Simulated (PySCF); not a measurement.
Species: C5H8NS (charge -1).
Numbering: `[CH3:1][CH:2]([CH3:3])[C@H:4]([S-:5])[C:6]#[N:7]` (hydrogens: H8, H9, H10 on C1; H11 on C2; H12, H13, H14 on C3; H15 on C4)

The geometry is computed with GFN2-xTB (gas phase).

Task: List the bond lengths, angles and torsions at this level.

Result: 
```tsv
bond	length (Å)	order
C1–C2	1.528	single
C2–C3	1.524	single
C2–C4	1.538	single
C4–S5	1.829	single
C4–C6	1.429	single
C6≡N7	1.153	triple
C1–H8, C1–H9, C1–H10	1.090	single
C2–H11	1.097	single
C3–H12, C3–H13, C3–H14	1.090	single
C4–H15	1.102	single
```

Bonds in one row agree within 0.01 Å and their mean is given. Orders are formal, as drawn. A selection of angles:
```tsv
angle	degrees
C2–C1–H8	110.6
C2–C1–H10	110.4
H8–C1–H9	108.6
H8–C1–H10	108.3
C1–C2–C3	111.2
C1–C2–C4	111.0
C1–C2–H11	109.1
C3–C2–C4	109.5
C3–C2–H11	108.7
C4–C2–H11	107.2
C2–C3–H12	108.4
C2–C3–H13	110.4
C2–C3–H14	111.2
H12–C3–H13	108.6
C2–C4–S5	112.8
C2–C4–C6	112.1
C2–C4–H15	110.1
S5–C4–C6	102.9
S5–C4–H15	108.9
C6–C4–H15	109.8
C4–C6–N7	176.6
```

Torsions: C1–C2–C4–S5 176° (antiperiplanar).

The C–C distances run from 1.429 Å (C4–C6, drawn single) to 1.538 Å (C2–C4, drawn single), a spread of 0.109 Å. Of the pairs four or more bonds apart, S5···H12 is among the closest relative to their van der Waals radii: 2.62 Å, 87 % of the sum of Bondi's values.

Point group: C1 (no symmetry element, even within 0.4 Å). Not checked by GFN2-xTB frequencies.

One conformer stands for the species.
